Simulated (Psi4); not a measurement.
A dimer, HBr ··· BF3 (SMILES Br and FB(F)F); the first 2 atoms form monomer A.

```
6

Br     0.7124     0.0000     0.0000
H     -0.7124     0.0000     0.0000
F     -2.5443     2.7182    -0.4139
B     -2.8305     2.2518     0.7826
F     -3.0130     0.9612     0.9586
F     -2.9311     3.0752     1.8038
```

Q: What interaction energy does SAPT0/jun-cc-pVDZ, frozen core in Psi4 give, and which attractive term is the largest?

A: Total -0.23 kcal/mol: electrostatics -0.26, exchange 0.66, induction -0.13, dispersion -0.50. The most attractive term is dispersion.
